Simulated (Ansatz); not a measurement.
Reaction (redistribution): `C[CH2][SbH2]` + `CBN[SiH3]` → `[SiH3][NH][SbH2]` + `CBCC`

Gas-phase electronic energies from Ansatz, PBE0-D4/def2-TZVP geometries. CCSD(T)/CBS adds triple-zeta CCSD(T) − MP2 to the extrapolated MP2 energy (def2 sets, frozen cores). DFT in def2-TZVPP. def2 core potentials past Kr. For Sb outer-core shells are correlated without core-valence functions, which leaves a few kJ/mol of doubt a bond. One conformer a species, not always the lowest.

**Question.** Is it downhill or uphill in electronic energy at CCSD(T)/CBS, and by how much? (Estimate.)

**Answer.** The calculation gave: Uphill: ΔE = +28.5 kcal/mol.

**Question.** What do these levels give: ωB97X-V, BLYP, PBE0, HF/def2-SVP, MP2/def2-TZVPP, HF/def2-QZVPP? (Estimate.)

**Answer.** The calculation gave: ωB97X-V 27.0, BLYP 27.9, PBE0 28.3, HF/def2-SVP 29.0, MP2/def2-TZVPP 29.5, HF/def2-QZVPP 25.9 kcal/mol.

Largest T1 diagnostic among the species: 0.013.

In def2-TZVPP, CCSD(T) changes the Hartree–Fock value by +2.7 kcal/mol (the triples alone add +0.5 kcal/mol) and MP2 by +3.2 kcal/mol. Leaving LDA and LC-ωPBE aside and taking each functional with its dispersion term where it has one, the values, not all of them listed here, spread over 2.7 kcal/mol, from B97M-V to PBE-QIDH. LDA lies +1.6 kcal/mol from PBE without D4. At CCSD(T), def2-SVP lies +3.5 kcal/mol from the extrapolated value and def2-TZVPP +0.6 kcal/mol.
